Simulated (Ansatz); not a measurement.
Mulliken charges of GaH5OSSi, SMILES `[OH][Ga]([SiH3])[SH]` from r2SCAN/def2-TZVPP in Ansatz (PBE0-D4/def2-TZVP geometry).

```csv
atom,x (Å),y (Å),z (Å),charge (e)
O1,-1.563,0.797,-1.144,-0.422
Ga2,-0.523,-0.094,0.008,0.487
Si3,1.835,0.316,-0.015,0.078
S4,-1.505,-1.524,1.383,-0.278
H5,-2.499,0.592,-1.089,0.181
H6,2.510,-0.530,1.004,-0.048
H7,2.391,-0.004,-1.356,-0.046
H8,2.101,1.747,0.289,-0.047
H9,-2.747,-1.300,0.920,0.095
```

By hand: the dipole of these point charges (1 e Å = 4.8032 D).

Σ q r = (-0.076, -0.007, -0.008) e Å, of length 0.077 e Å = 0.37 D.

How does the dipole of the full density compare? (An estimate is asked.)

The calculation gave: (-0.102, -0.005, -0.012) e Å, 0.49 D; the point charges give 0.76 times that, at 3° from its direction.

Point charges leave out the atoms' own dipoles, such as those of lone pairs, and Mulliken's split depends on the basis, so the two needn't agree.
